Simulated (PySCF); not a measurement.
C₆H₇O₂ (doublet state).
Structure used (GFN2-xTB), in Å, numbered top down from 1:
```xyz
15
C6H7O2 angstrom
C     -1.761    0.714    0.287
C     -2.000   -0.579   -0.479
C     -0.753   -1.241   -0.940
C      0.480   -0.751   -0.713
C      1.588   -0.272   -0.485
C      2.903    0.205   -0.269
O      3.914   -0.339   -0.658
O      2.921    1.360    0.434
H     -1.157    0.526    1.171
H     -2.707    1.150    0.598
H     -1.234    1.433   -0.335
H     -2.558   -1.288    0.146
H     -2.633   -0.387   -1.354
H     -0.849   -2.168   -1.487
H      3.840    1.644    0.557
```

The hyperfine couplings belong to this conformer and change with its torsions.

Identity: `CC[CH]C#CC(=O)O` [radical].

Computed with PySCF 2.14.0, UKS B3LYP, pcH-1 on C H O, non-relativistic, mean-field spin-orbit, GIAO. One conformer (not necessarily the lowest) at the GFN2-xTB geometry, without solvent, vibrations or thermal averaging. The geometry wasn't refined by DFT: couplings that depend on bond lengths, twists or pyramidal angles can differ widely from those at the functional's own minimum. Stability of the SCF solution: not tested.

The isotropic 13C couplings are -61.0, +57.8, +41.0, -25.9, -23.8 MHz. Assign them to C2; C3; C4; C5; C6.

```tsv
site	a_iso (MHz)	ρ(0) (bohr⁻³)	position	distance from C3 (Å)	spin population	largest |T| (MHz)
C2	-23.8	-0.0212	1 bond from C3	1.48	-0.06	2.2
C3	+57.8	+0.0514	largest spin population	0.00	+0.67	108.1
C4	-61.0	-0.0543	1 bond from C5	1.35	-0.23	21.7
C5	+41.0	+0.0365	a main spin site	2.57	+0.49	72.3
C6	-25.9	-0.0230	1 bond from C5	3.99	-0.04	2.8
```

ρ(0) is the spin density at the nucleus and T the dipolar tensor; entries for several nuclei are means. The largest Mulliken spin populations are on C3 (+0.67), C5 (+0.49), C4 (-0.23) and O7 (+0.11). The positive populations add up to 1.36 and the negative ones to -0.36, together 2S = 1. The angles at C3 add up to 360.0°, so it is planar; its axial dipolar tensor and the negative coupling of its proton fit spin in a p orbital normal to that plane. Main spin sites, with 60 % or more of the largest population: C3, C5; positions count bonds from the nearest.

Class means assume fast exchange of nuclei equivalent by connectivity; if that motion is slow, each nucleus keeps its own coupling.
